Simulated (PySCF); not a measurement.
Gas-phase reaction: 2 GaH₂Cl + 3 GaCl₂NH₂ = GaH + 3 NH₃ + 4 GaCl₂. Level: M06-2X/def2-TZVP†; standard pressure 1 bar.

Method: PySCF energies plus ideal-gas RRHO corrections (1 bar). † marks an energy on the PBE0/def2-TZVP geometry and frequencies. Open shells (unrestricted): GaCl₂ (multiplicity 2); the rest are closed-shell singlets. Ga: all electrons, no relativistic terms. GaH₂Cl, GaCl₂NH₂, GaH, GaCl₂: computed as isolated molecules; such fragments, hydroxides, amides, oligomers or adducts are transient or little studied in the gas. The harmonic model lacks anharmonicity and excited electronic states, which grow with temperature; levels with a mode under 35 cm⁻¹ are left out. Soft modes under 120 cm⁻¹ make the harmonic entropy rough for GaCl₂NH₂, GaCl₂.

```csv
T (K),1000/T (1/K),log10 K
1200,0.8333,-6.55
1400,0.7143,-3.08
1600,0.6250,?
1800,0.5556,1.40
2000,0.5000,2.92
2500,0.4000,5.57
```

Question: Fit log10 K = a + b·(1000/T) to the five rows, get the mean ΔH° and ΔS°, and predict log10 K at 1600 K.

Answer: Means: 1000/T = 0.6006, log10 K = 0.052. Sums of products about the means: Sxy = -3.34849, Sxx = 0.119463, so b = Sxy/Sxx = -28.03 and a = 0.052 − (-28.03)×0.6006 = 16.89.
ΔH° = −R ln 10 × 1000 K × b = −19.145 × (-28.03) = 537 kJ; ΔS° = R ln 10 × a = 323 J/K. The run's own values go from 562 kJ and 343 J/K at 1200 K to 492 kJ and 304 J/K at 2500 K.
Prediction at 1600 K: 16.89 + (-28.03)×0.6250 = -0.63. The computed value is -0.54, 0.09 from the line.
For scale, ΔH°(298 K) is 610 kJ at this level, 618 kJ at ωB97M-V/def2-TZVP†, and runs from 464 to 703 kJ over the 20 levels computed.
